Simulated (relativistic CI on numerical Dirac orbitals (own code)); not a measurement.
# One change at a time: Pd XXXVIII

Base calculation: Dirac-Coulomb-Breit CI, orbitals from a KLI potential per configuration, model QED (radiative potential, 1s self-energy scaled to tabulated hydrogen-like ionisation energies), unscaled Slater integrals.

Configuration list (outside the closed core 1s2): 2s2.2p5, 2s.2p6, 2p6.3s, 2p6.3p, 2p6.3d, 2s2.2p4.3s, 2s2.2p4.3p, 2s2.2p4.3d, 2s.2p5.3s, 2s.2p5.3p, 2s.2p5.3d, 2s2.2p4.4s, 2s2.2p4.4p, 2s2.2p4.4d, 2s2.2p4.4f, 2s.2p5.4s. Levels of other configurations are missing.

Variants: (1) one mean potential for all configurations. Shifts of the energy above 2s2.2p5 2P°_3/2, in eV, for the lowest level and the first level of each name with at least 55 % of one term (blank where a level changes its place among those of its configuration and J or its character, or is not in the variant):

| Level | Base | Δ(1) |
| --- | --- | --- |
| 2s2.2p5 2P°_3/2 | 0.00 | 0.00 |
| 2s2.2p5 2P°_1/2 | 164.51 | -0.01 |
| 2s.2p6 2S_1/2 | 412.54 | +0.24 |
| 2s2.2p4.3s 4P_5/2 | 3025.05 | +0.76 |
| 2s2.2p4.3s 2P_3/2 | 3031.43 | +0.83 |
| 2s2.2p4.3s 2S_1/2 | 3057.04 | +0.53 |
| 2s2.2p4.3p 2P°_1/2 | 3122.19 | +0.44 |
| 2s2.2p4.3p 4D°_7/2 | 3138.26 | +0.70 |
| 2s2.2p4.3s 4P_3/2 | 3186.73 | +1.11 |
| 2s2.2p4.3s 2P_1/2 | 3192.14 | +1.18 |
| 2s2.2p4.3s 2D_5/2 | 3202.57 | +1.01 |
| 2s2.2p4.3s 2D_3/2 | 3205.53 | +1.05 |
| 2s2.2p4.3d 2F_7/2 | 3230.25 | +0.71 |
| 2s2.2p4.3d 4F_9/2 | 3231.20 | +0.71 |

At this charge energies of transitions that change n are usually good to better than 1 %, and those within a shell (Δn = 0) to a few per cent.

Ionisation energy from the two ground configurations alone: base 5468.23 eV. The NIST ASD value (semi-empirical) is 5475 eV.

LS names give the leading component of a level, which can be under half, so a name can repeat, a term be missing and a line seem to break the LS rules.
